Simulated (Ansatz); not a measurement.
`[SeH][SnH3]`, charge 0, multiplicity 1.

Task: Give a relaxed structure at PBE0-D4/def2-TZVP (Ansatz 0.2.0). (Best estimate.)

Result: Ansatz gave: 
Cartesian coordinates in Å:
```
Se 1.0263 0.6236 1.5463
Sn -0.3260 0.1083 -0.5326
H 1.1297 -0.7978 1.9019
H -0.6461 1.6254 -1.2345
H -1.7713 -0.6846 -0.0966
H 0.5875 -0.8749 -1.5845
```
Point group Cs.
